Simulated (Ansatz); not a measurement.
Computed with Ansatz.

A structure relaxed at PBE0-D4/def2-TZVP, charge 0, multiplicity 1:

```xyz
7

C     0.6005   -1.7638   -1.1401
C     0.2702   -0.7928   -0.5118
Sn   -0.2886    0.8474    0.5485
F    -1.4168    0.4404    2.0042
F    -1.2319    2.1095   -0.4881
F     1.1731    1.7849    1.2849
H     0.8936   -2.6256   -1.6974
```

Task: Give its formula and SMILES.

Result: C2HF3Sn, `C#[C][Sn]([F])([F])[F]`.

Task: Point group (tolerance 0.08 Å, 0.16 Å for H)?

Result: C3v.

Task: Summarise the bond lengths by kind.

Result: 1 × C–C 1.203 Å; 1 × C–H 1.067 Å; 1 × C–Sn 2.031 Å; 3 × F–Sn 1.886 Å.
